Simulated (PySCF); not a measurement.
**Calculated NMR data**

[PySCF 2.14.0 with density-fitted response routines: structure optimised with GFN2-xTB; GIAO PBE0/pcSseg-1 shieldings; averaged over atoms made equivalent by symmetry, fast rotation or ring inversion; a single conformation; in vacuum; non-relativistic]

References, each an isolated molecule treated in the same way: ¹H (31.72 ppm) and ¹³C (186.93 ppm) against TMS. Where no couplings were computed, multiplicities follow the n + 1 count of equivalent neighbours, and m marks all less simple cases (inequivalent or close neighbours, rings, F or P nearby). Shifts are as computed. Against solution values, carbons near 30 ppm lie about +3 ppm off and those near 130 ppm about +5 ppm; carbons on Cl a further +6 ppm. Of 1211 compounds with measured shifts, 218 miss one by over three times the rms of a fit or turn the order of signals round; such compounds aren't used in these exercises. Carbons bonded to Cl come out too deshielded.

**1.** `InChI=1S/C7H10O/c8-7-5-1-2-6(7)4-3-5/h5-6H,1-4H2/t5-,6+`. ¹H NMR (500 MHz, computed): δ 1.96 (m, 4H), 1.52 (m, 2H), 1.45 (m, 4H). ¹³C{¹H} NMR (computed): δ 217.9, 39.9, 26.9.

**2.** 3-methoxybenzoyl chloride, C₈H₇ClO₂. ¹H NMR (500 MHz, computed): δ 8.34 (s, 1H), 8.03 (d, 1H), 7.71 (m, 1H), 7.05 (d, 1H), 4.00 (s, 3H). ¹³C{¹H} NMR (computed): δ 176.8, 167.0, 137.7, 135.0, 131.1, 128.7, 119.8, 56.3.

**3.** SMILES CO[C@H]1CN([SiH3])N=C1C, C₅H₁₂N₂OSi. ¹H NMR (500 MHz, computed): δ 4.85 (s, 3H), 4.61 (m, 1H), 3.55 (m, 1H), 3.46 (s, 3H), 3.31 (m, 1H), 2.09 (s, 3H). ¹³C{¹H} NMR (computed): δ 147.5 (C), 92.2 (CH), 59.2 (CH3), 55.7 (CH2), 15.1 (CH3).

**4.** `CCc1nnn(CC)c1C`, C₇H₁₃N₃. ¹H NMR (500 MHz, computed): δ 4.37 (q, 2H), 2.85 (q, 2H), 2.39 (s, 3H), 1.37 (t, 3H), 1.17 (t, 3H). ¹³C{¹H} NMR (computed): δ 151.9 (C), 133.0 (C), 44.8 (CH2), 23.6 (CH2), 18.6 (CH3), 18.1 (CH3), 9.9 (CH3).
